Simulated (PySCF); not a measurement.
# Ionisation energy of Ti²⁺ by level of theory

Ti²⁺ [Ar] 3d2 (3F) → Ti³⁺ [Ar] 3d1 (2D), as a difference of total energies. Calculation: PySCF 2.14, in ANO-RCC-VTZP (6s5p3d2f1g, 59 functions); the spin-free X2C one-electron Hamiltonian (Gaussian nucleus). Correlated levels: valence and next inner shell: [Ne] frozen. The calculations carry no spin-orbit coupling.

```
                                method  ionisation energy (eV)
                                   UHF                  26.647
    MP2 (valence and next inner shell)                  27.218
SCS-MP2 (valence and next inner shell)                  27.123
   CCSD (valence and next inner shell)                  27.167
CCSD(T) (valence and next inner shell)                  27.176
```

Problem. How much does correlation contribute at CCSD(T) (valence and next inner shell)?

Solution. 27.176 − (26.647) = 0.529 eV, measured against UHF.

Errors of the correlated levels include the incompleteness of this basis and the frozen core.

For comparison: 27.492 eV (measured; NIST Atomic Spectra Database, ionization energies).
